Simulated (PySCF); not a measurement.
Si(CF3)(H)2(OH) (CH3F3OSi), SMILES O[SiH2]C(F)(F)F. Atoms are numbered in the order given.

```xyz
9

Si     1.0139    -0.6951     0.2252
O      2.0514    -0.0497    -0.8916
C     -0.7075     0.1722     0.1126
F     -1.2923     0.0199    -1.0820
F     -0.5956     1.4966     0.3312
F     -1.5525    -0.3116     1.0365
H      0.8274    -2.1256    -0.1125
H      1.4634    -0.4921     1.6321
H      2.3129     0.8700    -0.7872
```
Charge 0, spin multiplicity 1.

Geometry optimised at PBE0-D3(BJ)/def2-SVP. One conformer was computed; it need not be the lowest.

Calculation: PySCF with CAM-B3LYP/def2-TZVP.

Isolated molecule, no solvent.

```yaml
total_energy: -704.29962 hartree
highest_occupied_level: -10.60 eV
lowest_empty_level: 0.62 eV
orbital_gap: 11.21 eV
dipole_moment: 0.432 e·Å
quadrupole, principal values (traceless, Buckingham form, about the centre of nuclear charge): -6.38, -0.04, 6.42 D·Å
mean_static_polarisability: 41.6 bohr³ (6.16 Å³)
polarisability_principal_values: 40.6, 41.6, 42.5 bohr³
```
